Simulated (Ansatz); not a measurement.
FH4SbSi (`[F][SbH][SiH3]`), relaxed with RKS PBE-D4/def2-SVP in the Gaussian-basis code of Ansatz from a rough embedded geometry. The force threshold is 0.03 eV/Å; the program also tests the step.

Charge 0, multiplicity 1. Sb: def2 effective core potential.

Start:

```xyz
7

F    -2.070   -1.326    0.036
Sb   -0.851   -0.401    1.410
Si    0.879    0.069   -0.332
H    -1.615    1.173    1.045
H     0.207    0.599   -1.570
H     1.607   -1.178   -0.694
H     1.843    1.065    0.105
```

By how much does the energy fall, and how many steps does the optimiser take? (Estimate.)

Computed: 4.18 kcal/mol, in 4 steps.

Which bonds change most? (Best estimate.)

The calculation gave: Sb2–Si3 from 2.500 to 2.617 Å; F1–Sb2 from 2.057 to 1.976 Å; Si3–H7 from 1.453 to 1.508 Å; Sb2–H4 from 1.787 to 1.748 Å.

Give the relaxed structure. (Estimate.)

Ansatz gave: 
```xyz
7

F    -2.056   -1.349    0.072
Sb   -0.950   -0.408    1.413
Si    0.887    0.081   -0.385
H    -1.611    1.180    1.103
H     0.236    0.601   -1.636
H     1.615   -1.198   -0.698
H     1.879    1.092    0.130
```
